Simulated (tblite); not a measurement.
Compound: C₆H₁₁NSSi₂.
Atom-mapped SMILES: `[SiH3:1][NH:2][SiH2:3][S:4][c:5]1[cH:6][cH:7][cH:8][cH:9][cH:10]1` (hydrogens: H11, H12, H13 on Si1; H14 on N2; H15, H16 on Si3; H17 on C6; H18 on C7; H19 on C8; H20 on C9; H21 on C10)

A start from a force field or distance geometry was refined with GFN2-xTB geometry optimisation, gas phase in tblite. Values at the start:

```json
{"coordinate": "Si1–N2", "start": "1.789 Å"}
{"coordinate": "Si1–H11", "start": "1.468 Å"}
{"coordinate": "N2–Si3", "start": "1.784 Å"}
{"coordinate": "N2–H14", "start": "1.044 Å"}
{"coordinate": "Si3–S4", "start": "2.152 Å"}
{"coordinate": "Si3–H15", "start": "1.493 Å"}
{"coordinate": "S4–C5", "start": "1.779 Å"}
{"coordinate": "C5–C6", "start": "1.378 Å"}
{"coordinate": "C6–C7", "start": "1.387 Å"}
{"coordinate": "C6–H17", "start": "1.083 Å"}
{"coordinate": "C7–C8", "start": "1.376 Å"}
{"coordinate": "C7–H18", "start": "1.076 Å"}
{"coordinate": "C8–H19", "start": "1.097 Å"}
{"coordinate": "Si1–N2–Si3", "start": "111.7°"}
{"coordinate": "N2–Si3–S4", "start": "109.0°"}
{"coordinate": "Si3–S4–C5", "start": "107.5°"}
{"coordinate": "S4–C5–C6", "start": "123.6°"}
{"coordinate": "C5–C6–C7", "start": "121.2°"}
{"coordinate": "C6–C7–C8", "start": "120.3°"}
{"coordinate": "C7–C8–C9", "start": "118.7°"}
{"coordinate": "C8–C9–C10", "start": "121.1°"}
{"coordinate": "Si1–N2–Si3–S4", "start": "157°"}
{"coordinate": "N2–Si3–S4–C5", "start": "-156°"}
{"coordinate": "Si3–S4–C5–C6", "start": "1°"}
```

Q: How do these coordinates change at the GFN2-xTB level?

A: 
```
   coordinate  GFN2-xTB (Å or °)  change
       N2–Si3              1.715  -0.069
       Si1–N2              1.734  -0.055
       N2–H14              1.007  -0.037
      Si3–H15              1.462  -0.031
       C8–H19              1.080  -0.017
        S4–C5              1.767  -0.012
        C5–C6              1.388  +0.010
        C7–C8              1.384  +0.008
      Si1–H11              1.461  -0.007
       C7–H18              1.080  +0.004
       C6–H17              1.079  -0.004
        C6–C7              1.384  -0.003
       Si3–S4              2.150  -0.002
   Si1–N2–Si3              126.9   +15.2
    N2–Si3–S4              102.4    -6.6
    Si3–S4–C5              105.1    -2.4
     C5–C6–C7              119.9    -1.3
    C8–C9–C10              120.2    -0.9
     C7–C8–C9              119.5    +0.8
     S4–C5–C6              123.1    -0.5
     C6–C7–C8              120.6    +0.3
 Si3–S4–C5–C6                -22     -23
Si1–N2–Si3–S4                176     +19
 N2–Si3–S4–C5               -170     -14
```

The energy falls by 12.1 kcal/mol over 118 L-BFGS steps, the largest force on an atom goes from 1.58 to 0.010 eV/Å, and the atoms move by 0.529 Å rms after alignment. The bond that changes most is N2–Si3 (nitrogen bridging silicon atoms to SiH2 silicon), which shortens by 0.069 Å. Bonds longer at the end by more than 0.005 Å: 2 of 21; shorter: 12. Among the dihedrals that turn most is H14–N2–Si3–H15, from 162° to -109°. Rotational constants go from 2572, 334.0, 303.8 to 3105, 323.7, 299.0 MHz.

Time: 2.4 s of wall time. Hardware: one thread, Arm Neoverse N1 (aarch64) (shared host).

Its lowest GFN2-xTB frequency is 10 cm⁻¹, too small to tell a flat minimum from a shallow saddle. One conformer, not necessarily the lowest. 3 starts were optimised and ended at 0.00, 0.38 and 0.78 kcal/mol (GFN2-xTB); the lowest of these is shown.

The numbers are calculated, not measured.
